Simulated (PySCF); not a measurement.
Compound: trans-Sn(NH3)2F4.
SMILES: `[NH3]->[Sn](<-[NH3])([F])([F])([F])[F]`

A linear-response calculation (PySCF, def2-SVPD basis, gas phase, vertical, core orbitals frozen in the response) gave these numbers; the functional is withheld.

Orbital energies (eV): HOMO-3 -12.01, HOMO-2 -12.00, HOMO-1 -11.87, HOMO -11.49, LUMO 0.72, LUMO+1 1.90, LUMO+2 2.34.

| state | E (eV) | f | main configurations (H = HOMO, L = LUMO) |
| --- | --- | --- | --- |
| S1 | 7.50 | 0.0000 | H→L (82%), H→L+2 (15%) |
| S2 | 8.11 | 0.0003 | H-5→L (81%), H-5→L+2 (14%) |
| S3 | 8.12 | 0.070 | H-3/H-2→L (≥81%), H-3/H-2→L+2 (≥11%) |
| S4 | 8.12 | 0.070 | H-3/H-2→L (≥82%), H-3/H-2→L+2 (≥11%) |
| S5 | 8.21 | 0.0001 | H-6→L (56%), H-7→L (14%), H-8→L (12%) |
| S6 | 8.21 | 0.0001 | H-7→L (68%), H-7→L+2 (12%), H-6→L (10%) |

Triplets, Tamm–Dancoff:

```json
{"state": "T1", "E (eV)": "7.21", "λ (nm)": "172.1", "main configurations (H = HOMO, L = LUMO)": "H→L (78%), H→L+2 (18%)"}
{"state": "T2", "E (eV)": "7.40", "λ (nm)": "167.5", "main configurations (H = HOMO, L = LUMO)": "H-1→L (75%), H-1→L+2 (22%)"}
{"state": "T3", "E (eV)": "7.67", "λ (nm)": "161.6", "main configurations (H = HOMO, L = LUMO)": "H-3/H-2→L (≥76%), H-3/H-2→L+2 (≥11%)"}
{"state": "T4", "E (eV)": "7.68", "λ (nm)": "161.5", "main configurations (H = HOMO, L = LUMO)": "H-3/H-2→L (≥76%), H-3/H-2→L+2 (≥11%)"}
```

Vertical ionisation energy by ΔSCF with the same functional: 11.95 eV. Mean static polarisability: 57.1 au.

Orbitals of the list HOMO-3 to LUMO+2 that lie within 0.01 eV of each other are written together with a slash and their weights summed (≥ marks a lower bound); for degenerate orbitals outside that list single weights are arbitrary.

Question: Which of these was used?
A. wB97X-D
B. HF
C. PBE
D. PBE0

Answer: A. wB97X-D is range-separated, 22% exact exchange at short range and 100% at long range (ω = 0.2 bohr⁻¹). In this run −ε(HOMO) = 11.49 eV differs from the ΔSCF value by -0.45 eV, and S1 differs from the orbital gap of 12.21 eV by -4.71 eV. The ratio −ε(HOMO)/IP is 0.96. Small neutral molecules mostly give 0.89 to 0.99 with wB97X-D, 0.5 to 0.7 with PBE, 0.7 to 0.83 with PBE0; with Hartree–Fock the ratio is 1 or more (Koopmans' value less the relaxation energy is the ΔSCF value). The other options: PBE, a GGA without exact exchange; HF, time-dependent Hartree–Fock, 100% exact exchange; PBE0, a global hybrid with 25% exact exchange.

Method used: PySCF, TDDFT wB97X-D/def2-SVPD, vertical, gas phase, core orbitals frozen in the response, def2 core potentials past Kr. Isolated species at its PBE0-D3(BJ)/def2-SVP geometry, gas phase. Spin–orbit coupling is left out.
